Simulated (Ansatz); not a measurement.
Basis sets compared for (CuCl)2 ring (Cu2Cl2). Total charge 0; singlet. Geometry r2SCAN-D4/def2-SVP. Ansatz on 4 threads of Arm Neoverse V1 on a shared host; times are rough, and most runs start from earlier orbitals.

Cartesian coordinates in Å:
```
Cu -0.164 0.050 -1.127
Cl -0.400 1.907 0.143
Cu 0.164 -0.050 1.126
Cl 0.400 -1.907 -0.143
```

Binding counts from free atoms (Cu doublet, Cl doublet) in the same basis, without a counterpoise term.

```tsv
level	functions	energy (Eh)	HOMO (eV)	LUMO (eV)	binding per atom (eV)	wall time
PBE-D4/def2-SVP	98	-4199.9407	-4.79	-2.47	2.70	1.1 s
PBE-D4/def2-TZVP (with forces)	164	-4200.7624	-5.52	-2.94	2.43	1.9 s
r2SCAN-D4/def2-TZVP	164	-4201.5364	-5.59	-2.61	2.49	4.9 s
PBE0-D4/def2-SVP	98	-4200.0352	-6.56	-1.55	2.59	1.6 s
PBE0-D4/def2-TZVP	164	-4200.8320	-7.17	-1.94	2.37	3.1 s
```

Question: Estimate the rows for PBE-D4/def2-TZVPD, r2SCAN-D4/def2-TZVPD, PBE0-D4/def2-TZVPD.

Answer: 
```tsv
level	functions	energy (Eh)	HOMO (eV)	LUMO (eV)	binding per atom (eV)	wall time
PBE-D4/def2-TZVPD	188	-4200.7662	-5.59	-3.03	2.44	2.1 s
r2SCAN-D4/def2-TZVPD	188	-4201.5392	-5.64	-2.69	2.51	5.5 s
PBE0-D4/def2-TZVPD	188	-4200.8348	-7.22	-2.04	2.38	3.9 s
```
